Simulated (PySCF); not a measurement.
Species: `C[P@](C(C)(C)C)(=C)C=C`. The columns A, B, C and D hold Mulliken, IAO, Hirshfeld and ESP-fitted charges (e) of one PBE0/pcSseg-1 density (PySCF), in a shuffled order. Coordinates in Å (GFN2-xTB); the density's dipole moment is (-2.03, -1.28, 1.80) D.

```json
{"atom": "C1", "x": "2.939", "y": "-0.183", "z": "1.019", "A": "-0.263", "B": "-0.067", "C": "-0.070", "D": "-0.306"}
{"atom": "C2", "x": "1.658", "y": "-0.502", "z": "0.948", "A": "-0.386", "B": "-0.417", "C": "-0.091", "D": "-0.234"}
{"atom": "P3", "x": "0.686", "y": "-0.086", "z": "-0.520", "A": "+1.153", "B": "+0.472", "C": "+0.370", "D": "+0.687"}
{"atom": "C4", "x": "1.625", "y": "0.884", "z": "-1.554", "A": "-0.927", "B": "-0.536", "C": "-0.320", "D": "-1.041"}
{"atom": "C5", "x": "0.443", "y": "-1.700", "z": "-1.343", "A": "-0.636", "B": "-0.397", "C": "-0.156", "D": "-0.647"}
{"atom": "C6", "x": "-1.039", "y": "0.282", "z": "0.261", "A": "-0.161", "B": "-0.742", "C": "-0.015", "D": "+0.391"}
{"atom": "C7", "x": "-1.651", "y": "-0.830", "z": "1.104", "A": "-0.413", "B": "-0.149", "C": "-0.119", "D": "-0.601"}
{"atom": "C8", "x": "-1.954", "y": "0.613", "z": "-0.914", "A": "-0.419", "B": "-0.147", "C": "-0.125", "D": "-0.333"}
{"atom": "C9", "x": "-0.812", "y": "1.530", "z": "1.110", "A": "-0.419", "B": "-0.146", "C": "-0.126", "D": "-0.334"}
{"atom": "H10", "x": "3.404", "y": "0.351", "z": "0.206", "A": "+0.172", "B": "+0.153", "C": "+0.044", "D": "+0.178"}
{"atom": "H11", "x": "3.554", "y": "-0.429", "z": "1.870", "A": "+0.153", "B": "+0.119", "C": "+0.053", "D": "+0.162"}
{"atom": "H12", "x": "1.161", "y": "-1.044", "z": "1.742", "A": "+0.147", "B": "+0.127", "C": "+0.045", "D": "+0.139"}
{"atom": "H13", "x": "1.829", "y": "1.860", "z": "-1.114", "A": "+0.135", "B": "+0.112", "C": "+0.011", "D": "+0.253"}
{"atom": "H14", "x": "1.145", "y": "0.988", "z": "-2.527", "A": "+0.138", "B": "+0.114", "C": "+0.011", "D": "+0.262"}
{"atom": "H15", "x": "1.428", "y": "-2.019", "z": "-1.683", "A": "+0.177", "B": "+0.167", "C": "+0.051", "D": "+0.202"}
{"atom": "H16", "x": "0.025", "y": "-2.442", "z": "-0.666", "A": "+0.154", "B": "+0.140", "C": "+0.047", "D": "+0.160"}
{"atom": "H17", "x": "-0.206", "y": "-1.575", "z": "-2.208", "A": "+0.158", "B": "+0.150", "C": "+0.051", "D": "+0.194"}
{"atom": "H18", "x": "-2.619", "y": "-0.500", "z": "1.481", "A": "+0.142", "B": "+0.117", "C": "+0.043", "D": "+0.151"}
{"atom": "H19", "x": "-1.029", "y": "-1.077", "z": "1.960", "A": "+0.133", "B": "+0.114", "C": "+0.038", "D": "+0.139"}
{"atom": "H20", "x": "-1.812", "y": "-1.731", "z": "0.516", "A": "+0.135", "B": "+0.115", "C": "+0.038", "D": "+0.144"}
{"atom": "H21", "x": "-2.888", "y": "1.051", "z": "-0.565", "A": "+0.138", "B": "+0.115", "C": "+0.041", "D": "+0.095"}
{"atom": "H22", "x": "-2.190", "y": "-0.282", "z": "-1.487", "A": "+0.132", "B": "+0.111", "C": "+0.036", "D": "+0.076"}
{"atom": "H23", "x": "-1.465", "y": "1.328", "z": "-1.577", "A": "+0.142", "B": "+0.121", "C": "+0.034", "D": "+0.043"}
{"atom": "H24", "x": "-0.348", "y": "2.311", "z": "0.506", "A": "+0.141", "B": "+0.122", "C": "+0.036", "D": "+0.058"}
{"atom": "H25", "x": "-1.754", "y": "1.912", "z": "1.503", "A": "+0.136", "B": "+0.115", "C": "+0.040", "D": "+0.094"}
{"atom": "H26", "x": "-0.150", "y": "1.313", "z": "1.948", "A": "+0.138", "B": "+0.119", "C": "+0.033", "D": "+0.069"}
```

Problem. Which column most likely holds the ESP-fitted charges?

Solution. D. Σ q r misses the density's dipole by 0.04 D (D), 0.34 D (A), 1.20 D (C), 1.60 D (B). Charges fitted to the outside potential are the only set here that is tied to the molecule's multipoles.

Problem. And the Hirshfeld charges?

Solution. C. The mean sizes are 0.079 e (C), 0.200 e (B), 0.269 e (D), 0.279 e (A), and Hirshfeld charges are commonly the smallest of these schemes.

As computed, A = IAO, B = Mulliken, C = Hirshfeld, D = ESP-fitted. Hydrogens on carbon: IAO +0.13 to +0.18, Mulliken +0.11 to +0.17, Hirshfeld +0.01 to +0.05, ESP-fitted +0.04 to +0.26 e.

The ESP scheme fits charges at the nuclei, held to the total charge, to the electrostatic potential on points at 1.4 to 2.0 times the van der Waals radii. The Mulliken scheme gives each basis function's population to the atom it is centred on and halves the overlap population of two atoms between them.

The structure is a single GFN2-xTB conformer in the gas phase; no vibrational or solvent corrections.

Shape of the structure used: `[CH2:1]=[CH:2][P@@:3](=[CH2:4])([CH3:5])[C:6]([CH3:7])([CH3:8])[CH3:9]`: C1–C2–P3–C4 -7°, C2–P3–C6–C7 -56°.
